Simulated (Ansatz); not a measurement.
System: sum formula BN2H3Cl (charge 0, doublet). It need not be the lowest isomer of its formula. 
Structure (B3LYP-D3(BJ)/def2-TZVP (Ansatz, an electronic-structure program) minimum search):
SMILES: ClB(N)[NH]
```xyz
7

B      0.0466    -0.3602     0.3206
Cl    -0.0317     0.9826    -0.8726
N      1.3477    -0.7143     0.8095
N     -1.1355    -0.9308     0.7883
H      2.0028    -1.0704     0.1146
H     -2.0415    -0.6619     0.4460
H     -1.1416    -1.6556     1.4858
```
Charge 0, spin multiplicity 2.

Basis-set convergence of Hartree-Fock and CCSD(T) correlation energies (hartree) with Ansatz. Valence correlation only, unless marked. UHF or UKS for open shells. No spin-orbit coupling. No relativistic terms.

| basis | functions | E(HF) | E(corr, CCSD(T)) |
|---|---|---|---|
| aug-cc-pV(D+d)Z | 128 | -594.94216 | -0.60959 |
| aug-cc-pV(T+d)Z | 262 | (withheld) | (withheld) |

Q: What belongs in the gaps?

A: 
- aug-cc-pV(T+d)Z, E(HF): -594.98610
- aug-cc-pV(T+d)Z, E(corr, CCSD(T)): -0.74633
